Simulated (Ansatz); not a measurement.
Compare A (`[CH3][Ge]([CH3])([F])[Cl]`) with its isomer B (`C[CH2][GeH]([F])[Cl]`).

Gas-phase electronic energies from Ansatz, PBE0-D4/def2-TZVP geometries. CCSD(T)/CBS adds triple-zeta CCSD(T) − MP2 to the extrapolated MP2 energy (def2 sets, frozen cores). DFT in def2-TZVPP. B3LYP here is the variant with VWN-RPA as its local correlation; programs differ in this. For Ge outer-core shells are correlated without core-valence functions, which leaves a few kJ/mol of doubt a bond. Scalar relativity is left out up to krypton. Each species was taken in one conformer, which may not be the lowest.

(1) Which isomer does CCSD(T)/CBS put lower? Give the gap. (An estimate is asked.)

(2) Give E(B) − E(A) in kcal/mol with r2SCAN-D4, HF/def2-TZVPP, ωB97M-V, PBE-D4, B3LYP-D4, CCSD/def2-TZVPP, B3LYP. (Best estimate.)

Largest T1 diagnostic: 0.010.

Answers

(1) The calculation gave: A, by 13.5 kcal/mol.

(2) Computed: r2SCAN-D4 13.9, HF/def2-TZVPP 12.7, ωB97M-V 13.5, PBE-D4 12.9, B3LYP-D4 13.1, CCSD/def2-TZVPP 13.7, B3LYP 13.1. None reverses the order clearly.

In def2-TZVPP, CCSD(T) changes the Hartree–Fock value by +1.1 kcal/mol (the triples alone add +0.1 kcal/mol) and MP2 by +1.7 kcal/mol.
